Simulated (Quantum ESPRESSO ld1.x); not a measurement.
Results of a calculation; reference values are marked as such.
Species: Ne IX. Configuration: [He].

Code: ld1.x of Quantum ESPRESSO 7.5. Model: scalar-relativistic Kohn-Sham, LDA (Slater exchange, Perdew-Zunger correlation), spin-unpolarised, spherical densities, point nucleus.

Energy parts (hartree):
total: -93.3323
kinetic: 93.4240
electron-nucleus: -193.4095
Hartree: 12.0109
exchange-correlation: -5.3577

Orbitals (lengths in bohr, moments of r in powers of bohr; <r^-3> diverges for s and p1/2; r(max) is where P^2 peaks):
orbital  occ.  eigenvalue (hartree)  r(max)  <r^-3>
1s          2              -41.5294  0.1026       -

The highest occupied level is 1s at -1130.1 eV. For comparison, the ionisation energy in NIST's Atomic Spectra Database is 1195.8 eV (theoretical). In exact Kohn-Sham theory the highest level is minus the ionisation energy, but local and semilocal functionals leave it too shallow, through self-interaction and a potential that decays too fast; potentials with the right tail come closer.
